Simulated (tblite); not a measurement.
Species: C₅H₁₃AlO.
Numbering: `[CH3:1][CH2:2][C@H:3]([CH3:4])[AlH:5][O:6][CH3:7]` (hydrogens: H8, H9, H10 on C1; H11, H12 on C2; H13 on C3; H14, H15, H16 on C4; H17 on Al5; H18, H19, H20 on C7)

Computed with GFN2-xTB (tblite), gas phase: L-BFGS steps from a force-field or distance-geometry start until the largest atomic force falls under 0.01 eV/Å.

Step 140: E = -612.7558 eV
```
atom  x, y, z in Å  |  force x, y, z in eV/Å
C1     -1.3502    0.7399    1.2779    0.031  -0.017  -0.032
C2     -1.3882    0.9361   -0.2295    0.009   0.006  -0.009
C3     -0.8247   -0.2717   -0.9969   -0.021  -0.005  -0.019
C4     -1.7165   -1.5135   -0.8791   -0.008   0.003   0.004
Al5     0.9230   -0.8397   -0.1512    0.001   0.004   0.002
O6      2.2876    0.0645    0.0345   -0.011  -0.015   0.009
C7      3.4727    0.7727    0.2560   -0.019  -0.004  -0.003
H8     -2.0913    0.0165    1.6047   -0.017  -0.026   0.005
H9     -0.3548    0.3597    1.5579    0.002   0.006   0.004
H10    -1.5212    1.6737    1.8082   -0.021   0.015   0.001
H11    -2.4163    1.1419   -0.5464    0.013   0.005   0.001
H12    -0.7792    1.8084   -0.4861   -0.018   0.030   0.019
H13    -0.8128    0.0175   -2.0581    0.035  -0.009  -0.005
H14    -2.7356   -1.3155   -1.2137   -0.009   0.016   0.022
H15    -1.7528   -1.8712    0.1501    0.001  -0.006  -0.003
H16    -1.3077   -2.3206   -1.4880   -0.003   0.000   0.005
H17     0.9984   -2.2680    0.4054    0.003  -0.030  -0.004
H18     3.4579    1.7173   -0.2919   -0.016   0.003  -0.012
H19     3.5796    0.9816    1.3224    0.040   0.018   0.007
H20     4.3273    0.1810   -0.0792    0.008   0.005   0.007
```

Step 141: E = -612.7563 eV
```
atom  x, y, z in Å  |  force x, y, z in eV/Å
C1     -1.3448    0.7381    1.2800    0.036  -0.022  -0.061
C2     -1.3829    0.9338   -0.2276    0.011   0.019  -0.030
C3     -0.8219   -0.2746   -0.9962   -0.017  -0.003  -0.010
C4     -1.7207   -1.5117   -0.8835    0.000  -0.005   0.001
Al5     0.9224   -0.8464   -0.1446   -0.003   0.012   0.002
O6      2.2859    0.0600    0.0382   -0.010  -0.019   0.010
C7      3.4675    0.7754    0.2542   -0.018   0.001  -0.004
H8     -2.0850    0.0134    1.6059   -0.016  -0.018   0.013
H9     -0.3487    0.3598    1.5601    0.002   0.003   0.006
H10    -1.5160    1.6728    1.8074   -0.030   0.019   0.020
H11    -2.4111    1.1410   -0.5441    0.017   0.003   0.004
H12    -0.7738    1.8063   -0.4852   -0.020   0.018   0.026
H13    -0.8033    0.0166   -2.0574    0.026  -0.011   0.012
H14    -2.7374   -1.3082   -1.2223   -0.012   0.019   0.028
H15    -1.7623   -1.8727    0.1447    0.001   0.004  -0.012
H16    -1.3138   -2.3188   -1.4933   -0.001  -0.010   0.002
H17     0.9943   -2.2718    0.4198    0.004  -0.030  -0.005
H18     3.4455    1.7179   -0.2962   -0.017   0.017  -0.027
H19     3.5761    0.9909    1.3191    0.040   0.006   0.016
H20     4.3253    0.1889   -0.0819    0.007  -0.002   0.012
```

Step 142: E = -612.7569 eV
```
atom  x, y, z in Å  |  force x, y, z in eV/Å
C1     -1.3394    0.7366    1.2815    0.023  -0.012  -0.072
C2     -1.3775    0.9321   -0.2263    0.002   0.022  -0.043
C3     -0.8183   -0.2773   -0.9944   -0.008   0.000  -0.002
C4     -1.7247   -1.5096   -0.8873    0.006  -0.010  -0.010
Al5     0.9215   -0.8550   -0.1369   -0.008   0.020   0.000
O6      2.2825    0.0553    0.0437    0.002  -0.018   0.012
C7      3.4609    0.7778    0.2524   -0.008   0.013   0.000
H8     -2.0779    0.0098    1.6084   -0.007  -0.002   0.006
H9     -0.3425    0.3619    1.5623    0.007  -0.001   0.008
H10    -1.5130    1.6729    1.8055   -0.034   0.011   0.035
H11    -2.4057    1.1398   -0.5434    0.024   0.000   0.011
H12    -0.7691    1.8055   -0.4839   -0.019   0.001   0.030
H13    -0.7906    0.0156   -2.0554    0.011  -0.017   0.023
H14    -2.7394   -1.3000   -1.2288   -0.008   0.020   0.034
H15    -1.7708   -1.8751    0.1395    0.001   0.014  -0.023
H16    -1.3198   -2.3159   -1.4994   -0.003  -0.019   0.001
H17     0.9924   -2.2788    0.4303    0.003  -0.031  -0.005
H18     3.4316    1.7178   -0.3014   -0.021   0.026  -0.039
H19     3.5733    1.0007    1.3154    0.034  -0.007   0.020
H20     4.3216    0.1963   -0.0848    0.002  -0.010   0.014
```

Step 143: E = -612.7576 eV
```
atom  x, y, z in Å  |  force x, y, z in eV/Å
C1     -1.3343    0.7353    1.2812    0.005  -0.004  -0.054
C2     -1.3733    0.9318   -0.2263    0.001   0.017  -0.040
C3     -0.8150   -0.2793   -0.9925    0.001  -0.001   0.005
C4     -1.7282   -1.5069   -0.8898    0.012  -0.005  -0.021
Al5     0.9202   -0.8631   -0.1290   -0.009   0.021   0.000
O6      2.2783    0.0515    0.0504    0.016  -0.015   0.015
C7      3.4543    0.7799    0.2512    0.005   0.022   0.003
H8     -2.0684    0.0041    1.6097    0.000   0.011  -0.007
H9     -0.3355    0.3666    1.5625    0.012  -0.004   0.005
H10    -1.5128    1.6709    1.8047   -0.036   0.010   0.040
H11    -2.4015    1.1384   -0.5443    0.024   0.000   0.018
H12    -0.7665    1.8068   -0.4831   -0.015  -0.014   0.026
H13    -0.7779    0.0143   -2.0530   -0.002  -0.022   0.022
H14    -2.7412   -1.2917   -1.2334   -0.002   0.019   0.035
H15    -1.7784   -1.8754    0.1358    0.001   0.019  -0.025
H16    -1.3249   -2.3129   -1.5030   -0.007  -0.029  -0.002
H17     0.9925   -2.2883    0.4369   -0.001  -0.020  -0.008
H18     3.4187    1.7174   -0.3064   -0.024   0.026  -0.042
H19     3.5721    1.0094    1.3124    0.022  -0.016   0.018
H20     4.3169    0.2017   -0.0871   -0.002  -0.015   0.013
```

Q: Estimate the geometry and energy of step 144. (The exact step hangs on the optimiser's Hessian estimate; all steps are aligned on step 143, rigid shifts and turns removed.)

A: E = -612.7582 eV, largest force 0.046 eV/Å
```
atom  x, y, z in Å  |  force x, y, z in eV/Å
C1     -1.3335    0.7345    1.2797   -0.009   0.018  -0.014
C2     -1.3710    0.9327   -0.2275   -0.007  -0.001  -0.021
C3     -0.8125   -0.2801   -0.9901    0.004  -0.005   0.003
C4     -1.7299   -1.5051   -0.8900    0.010   0.000  -0.028
Al5     0.9198   -0.8682   -0.1236   -0.005   0.022  -0.001
O6      2.2758    0.0493    0.0564    0.024  -0.006   0.016
C7      3.4507    0.7813    0.2504    0.014   0.022   0.006
H8     -2.0640    0.0000    1.6106    0.005   0.018  -0.032
H9     -0.3332    0.3707    1.5623    0.012  -0.004   0.001
H10    -1.5172    1.6690    1.8045   -0.030   0.002   0.032
H11    -2.3985    1.1389   -0.5478    0.023  -0.001   0.023
H12    -0.7646    1.8087   -0.4816   -0.008  -0.021   0.020
H13    -0.7691    0.0123   -2.0504   -0.009  -0.023   0.010
H14    -2.7427   -1.2858   -1.2324    0.009   0.015   0.031
H15    -1.7815   -1.8759    0.1346    0.003   0.019  -0.022
H16    -1.3283   -2.3107   -1.5049   -0.013  -0.028  -0.002
H17     0.9958   -2.2962    0.4353   -0.004  -0.014  -0.008
H18     3.4115    1.7171   -0.3103   -0.026   0.014  -0.035
H19     3.5741    1.0144    1.3104    0.010  -0.016   0.014
H20     4.3133    0.2035   -0.0888   -0.002  -0.014   0.007
```

The energy changes by -0.0006 eV. The first-order estimate −F·Δx gives -0.0008 eV and the mean of the old and new forces, exact on a quadratic surface, -0.0006 eV. The step makes an angle of 77° with the force vector and moves no atom by more than 0.009 Å.

What follows is the cost of the whole relaxation. The run took 1.3 s of wall time on Intel Xeon 6975P-C, one thread, no GPU, shared host.
